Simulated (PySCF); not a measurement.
```xyz
3
charge 0 multiplicity 2, angstrom
As    0.0000    0.0000   -1.2128
I     1.9725    0.0000    0.3586
I    -1.9725    0.0000    0.3586
```

All numbers come from UPBE0 in PySCF with As def2-TZVP, I def2-TZVP with ECP28; scalar-relativistic core potentials, no spin–orbit coupling; density-fitted integrals.

This geometry of AsI2 is a stationary point at this level.

(1) What is the point group?

(2) Is it a minimum?

(3) List the harmonic modes with their infrared intensities.

(4) Give the ideal-gas entropy at 298.15 K and 1 bar by parts.

(5) What is the atomisation energy, with and without zero-point energy?

Answers

(1) C2v.

(2) Yes: all harmonic wavenumbers are real.

(3) 
```
symmetry  ω (cm⁻¹)  IR (km/mol)
      a1        77          0.0
      a1       246          5.4
      b2       247         41.9
```

(4) translation 181.1, rotation 121.3, vibration 31.3, spin 5.8; total 339.5 J/(mol K).

(5) 458 kJ/mol without, 455 kJ/mol with.

This need not be the most stable arrangement of these atoms. Spin–orbit coupling, left out here, can matter for elements this heavy.
